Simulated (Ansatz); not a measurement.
`[TeH][SiH]1BC1` + `CC` → `CC[TeH]` + `B1C[SiH2]1` at 298.15 K and 1 bar (formal exchange of groups at a Te–Si bond).

Computed with Ansatz on PBE0-D4/def2-TZVP structures; ΔE is electronic, products minus reactants. CCSD(T)/CBS is the MP2 limit (def2-TZVPP, def2-QZVPP) plus CCSD(T) − MP2 in def2-TZVPP, frozen cores. This one scheme is used for every species. def2 core potentials past Kr. For Te outer-core shells are correlated without core-valence functions, which leaves a few kJ/mol of doubt a bond.

```
         species  CCSD(T)/CBS energy (Eh)  H − E (kJ/mol)  S (J/(mol·K))
`[TeH][SiH]1BC1`               -622.60841           159.9          344.9
            `CC`                -79.71954           207.7          227.7
       `CC[TeH]`               -347.43450           204.8          311.9
    `B1C[SiH2]1`               -354.85519           155.4          275.6
```

H − E and S are ideal-gas, rigid-rotor, harmonic terms from PBE0-D4/def2-TZVP, for one conformer and one mirror image of each species. 1 Eh = 2625.50 kJ/mol, R = 8.31446 J/(mol·K).

By hand: ΔE, ΔH, ΔS and ΔG.

ΔE = (-347.43450) + (-354.85519) − (-622.60841) − (-79.71954) = 0.03826 Eh = 100.5 kJ/mol. Δ(H − E) = 204.8 + 155.4 − 159.9 − 207.7 = -7.4, so ΔH = 93.1 kJ/mol. ΔS = 311.9 + 275.6 − 344.9 − 227.7 = 14.9 J/(mol·K). ΔG = 93.1 − 298.15 × (14.9)/1000 = 88.7 kJ/mol.

By hand: the equilibrium constant, and the temperature at which ΔG would vanish if ΔH and ΔS stayed fixed.

log₁₀ K = −ΔG/(RT ln 10) = -15.5. ΔG = 0 at ΔH/ΔS = 6248 K, far beyond where these terms or the molecules hold.

The number of gas molecules stays the same, so ΔS is small and ΔH decides. A doubt of 5 kJ/mol in ΔE shifts log₁₀ K by 0.9 here. Other conformers and mirror images would add mixing entropy, several J/(mol·K) or more a flexible species. These are equilibria of isolated gas molecules and say nothing of rates. Largest T1 diagnostic: 0.014 (customary marks: 0.02 for closed shells, 0.045 for open ones).
